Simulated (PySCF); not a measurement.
r2SCAN on Ho (holmium, neutral), [Xe] 4f12 6s1, one real determinant (an excited configuration). All numbers are calculated (PySCF 2.14, the spin-free X2C one-electron Hamiltonian (Gaussian nucleus), in cc-pVDZ-X2C (8s7p5d3f1g, 84 functions)).

```
cycle= 1 E= -12614.9288290967  delta_E= 0.762  |g|= 2.47  |ddm|= 3.76
cycle= 2 E= -12611.3688694785  delta_E= 3.56  |g|= 5.64  |ddm|= 4.44
cycle= 3 E= -12615.5959654876  delta_E= -4.23  |g|= 0.845  |ddm|= 2.07
cycle= 4 E= -12615.6696441491  delta_E= -0.0737  |g|= 0.663  |ddm|= 1.26
cycle= 5 E= -12615.7418449789  delta_E= -0.0722  |g|= 0.0478  |ddm|= 1.46
cycle= 6 E= -12615.742317872  delta_E= -0.000473  |g|= 0.0079  |ddm|= 0.0787
cycle= 7 E= -12615.7423283846  delta_E= -1.05e-05  |g|= 0.00324  |ddm|= 0.0192
cycle= 8 E= -12615.7423302499  delta_E= -1.87e-06  |g|= 0.00162  |ddm|= 0.0351
cycle= 9 E= -12615.7423305685  delta_E= -3.19e-07  |g|= 0.000877  |ddm|= 0.00515
cycle= 10 E= -12615.7423306905  delta_E= -1.22e-07  |g|= 1.74e-05  |ddm|= 0.00281
cycle= 11 E= -12615.7423306907  delta_E= -2.13e-10  |g|= 1.4e-05  |ddm|= 0.000457
converged SCF energy = -12615.7423306907  <S^2> = 3.7806322  2S+1 = 4.0152869
```

Highest occupied orbital energy: 4.862 eV; ⟨L²⟩ = 24.38; populations by l: s 11.00, p 24.02, d 20.00, f 11.98.

(1) Can this result be used?

Results:

(1) Not for this state. Self-consistency was reached. ⟨L²⟩ = 24.38 against 30 for a pure H term, so this real determinant mixes terms. Spin-orbit coupling, absent here, splits the open shell strongly. At r2SCAN the highest occupied level has a positive energy, so only the finite basis holds that electron; for this excited configuration the basis is too tight for the outer shell.
